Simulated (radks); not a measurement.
Task: Charge is removed step by step from the 4d level of Er15+, starting from [Kr] 4d10 4f7. Code: a radial shooting solver on a logarithmic mesh with Libxc functionals. Model: scalar-relativistic Kohn-Sham, PBEsol, spin-unpolarised, spherical densities, point nucleus. At the starting occupation the eigenvalue is -481.14 eV. Estimate the energy to remove one whole electron from this level, the eigenvalue at the end, and how far E(n) bends from a straight line.

Result: Delta-SCF 499.02 eV; final eigenvalue -517.62 eV; the deviation from the straight line is -4.558 eV at 0.5 electron removed, the largest on the grid computed. Slater's transition state (half an electron removed) gives 499.27 eV. Integrating minus the eigenvalue over the occupation (Janak's theorem) gives 499.30 eV. In this scalar-relativistic scheme the density is built from large components alone, so the theorem holds only approximately. The mean slope of the eigenvalue, de/dn, is 36.5 eV per electron.
